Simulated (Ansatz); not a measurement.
Saddle point of SiH3F3, singlet (SiHF₃ ([F][SiH]([F])[F]) + H₂ → SiH₂F₂ ([F][SiH2][F]) + HF; bonds formed: Si1–H7, F2–H6; bonds broken: Si1–F2, H6–H7), PBE0-D4/def2-TZVP structure:

```xyz
7
angstrom
Si -0.1652 0.3461 -0.1821
F 1.3571 -0.2920 0.7546
F -1.5113 0.2109 -1.0388
F -0.6511 1.1466 1.0874
H 0.7245 1.0065 -1.1356
H 0.5574 -1.1211 0.4783
H -0.3113 -1.2970 0.0362
```

Energies are electronic, without zero-point energy. Barriers and step energies count from the start structure reached by relaxing down the imaginary mode; all methods use the PBE0-D4 structures, on which another method's saddle can fall below an end. Program: Ansatz 0.2.0. Basis: def2-TZVPP, with def2-QZVPP for the basis limit. Cores are frozen in the correlated methods. B3LYP uses VWN-RPA correlation. Extrapolation: Hartree–Fock as exp(−7.88 √X), correlation as X^−2.97.

| method | barrier (kcal/mol) | step energy (kcal/mol) |
| --- | --- | --- |
| SPW92 | 43.85 | 27.31 |
| PBE-D4 | 52.68 | 28.00 |
| BLYP-D4 | 58.59 | 29.59 |
| r2SCAN-D4 | 57.66 | 31.63 |
| B97M-V | 61.33 | 31.92 |
| PBE0-D4 | 57.20 | 28.26 |
| B3LYP-D4 | ? | 29.68 |
| r2SCAN0-D4 | 60.48 | 31.00 |
| BHLYP-D4 | 66.25 | 30.17 |
| CAM-B3LYP-D4 | 61.02 | 29.87 |
| wB97X-V | 60.58 | 29.69 |
| wB97M-V | ? | 30.22 |
| B2PLYP | 62.57 | 30.12 |
| PBE-QIDH | 61.11 | 29.48 |
| RPA on PBE | 63.06 | 29.33 |
| HF | 78.76 | 30.91 |
| MP2 | ? | 30.73 |
| CCSD | 65.87 | 29.76 |
| CCSD(T) | 63.59 | 29.87 |

(1) Fill in the withheld barriers. (To be estimated.)

No T1 diagnostic of these runs exceeds 0.013.

## Answers

(1) Computed: wB97M-V 60.20; B3LYP-D4 61.33; MP2 63.09 kcal/mol. Each is the energy of the saddle less that of the start structure, by the same method.

For comparison, the barrier by CCSD(T) at an estimated basis limit (MP2 extrapolated from triple and quadruple zeta, plus CCSD(T) − MP2 in triple zeta) is 63.47 kcal/mol.

Labels in which every atom is bracketed show which atoms are joined, not bond orders.

For scale, one of the runs: CCSD(T)/def2-TZVPP, 177 basis functions, launched by `ansatz run in.yaml --threads 2 --pin off --events-out ev --progress --plain --max-ram 4352MiB`. The run took 59 s on 2 CPU threads (shared host), with 1.8 GiB of host memory at its peak.
